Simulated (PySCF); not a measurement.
# Spinor energies of Sm (samarium, neutral)

Start: [Xe] 4f6 6s2; 4f5/2 filled at m_j = -5/2, -3/2, -1/2, +1/2, +3/2, +5/2. Calculated with PySCF 2.14 in x2c-TZVPall-2c with one added diffuse shell each of s, p, d, f type (12s12p11d5f1g, 147 functions): generalised Hartree-Fock with the X2C-1e Hamiltonian and a Gaussian nucleus; one run each with spin-orbit coupling (SO) switched off, then screened by Boettger's factors.

```
spinor shell  electrons  ε, spin-free (eV)  ε, screened SO (eV)  weight of nominal j (screened SO)  rms radius, screened SO (bohr)
       1s1/2          2           -47065.6             -47057.7                              1.000                          0.0259
       2s1/2          2            -7807.4              -7805.0                              1.000                           0.105
       2p1/2          2            -6958.5              -7382.3                              1.000                          0.0900
       2p3/2          4            -6958.5              -6775.2                              1.000                          0.0962
       3s1/2          2            -1758.8              -1758.1                              1.000                           0.271
       3p1/2          2            -1487.8              -1575.6                              1.000                           0.263
       3p3/2          4            -1487.8              -1449.3                              1.000                           0.276
       3d3/2          4            -1120.1              -1136.5                              0.995                           0.248
       3d5/2          6            -1120.1              -1108.5                              0.997                           0.251
       4s1/2          2            -370.79              -370.56                              1.000                           0.616
       4p1/2          2            -279.10              -299.93                              0.971                           0.636
       4p3/2          4            -279.10              -269.81                              0.985                           0.663
       4d3/2          4            -147.26              -153.24                              0.705                           0.723
       4d5/2          6            -147.26              -143.09                              0.803                           0.728
       5s1/2          2            -53.364              -53.329                              1.000                            1.53
       5p1/2          2            -28.954              -32.264                              0.906                            1.72
       5p3/2          4            -28.954              -27.475                              0.953                            1.84
       4f5/2          6            -13.588              -13.552                              0.558                            1.06
       6s1/2          2             -4.855               -4.856                              1.000                            4.98
```

| quantity | spin-free | screened SO |
| --- | --- | --- |
| E (hartree) | -10420.10901 | -10426.06508 |
| M_J | 0 | 0 |
| ⟨J²⟩ | 6.020 | 5.507 |
| ⟨L²⟩ | 12.011 | 11.919 |
| ⟨S²⟩ | 12.010 | 11.910 |

The determinant has a definite M_J but mixes levels of different J.

Each row is a mean over spinors that exchange with the open shell spreads, by up to 15.696 eV (4d3/2).

Rows whose weight is well below 1 are mixtures of j = l ± 1/2: exchange outweighs spin-orbit coupling there, and the label is only the starting occupation.

Breit and QED terms are absent; they matter most for the inner s and p1/2 levels.

Densities and radii are taken from the X2C orbitals without a picture-change correction, which distorts them close to the nucleus.

Without spin-orbit coupling the j labels of p, d and f shells carry no meaning; the spin-free column gives the mean over the occupied spinors of each nl shell.
